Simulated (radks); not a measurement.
Question: These are the eigenvalues of the occupied orbitals of an atom or ion with whole-number occupations (eV). Calculated with a radial shooting solver on a logarithmic mesh with Libxc functionals: Dirac Kohn-Sham, PBEsol, spin-unpolarised, spherical densities, finite nucleus; Fermi nuclear charge, rms radius of each element as measured or else 0.836 A^(1/3) + 0.57 fm.

1s1/2: -69362.45
2s1/2: -11977.97
2p1/2: -11458.64
2p3/2: -10106.73
3s1/2: -2770.589
3p1/2: -2538.545
3p3/2: -2246.257
3d3/2: -1854.167
3d5/2: -1790.577
4s1/2: -583.9489
4p1/2: -487.6317
4p3/2: -419.8042
4d3/2: -261.3025
4d5/2: -248.8028
5s1/2: -94.9539
5p1/2: -66.4070
5p3/2: -56.5534
4f5/2: -50.4704
4f7/2: -48.2313
5d3/2: -20.4066
5d5/2: -19.5660

Which element is it, and in what charge state? The configuration may be excited. Open shells, if any, are shared by 2j + 1.

Answer: Z = 74, tungsten, charge +2: W2+ in [Xe] 4f14 5d4. The list shows which subshells hold electrons but not how many an open one holds; the 1s level, -2549 hartree, gives Z - s = 71.4 by -(Z - s)^2/2, which with screening and relativity narrows Z to a few neighbours, and the depths of the outer levels then fix element, charge and occupations together.
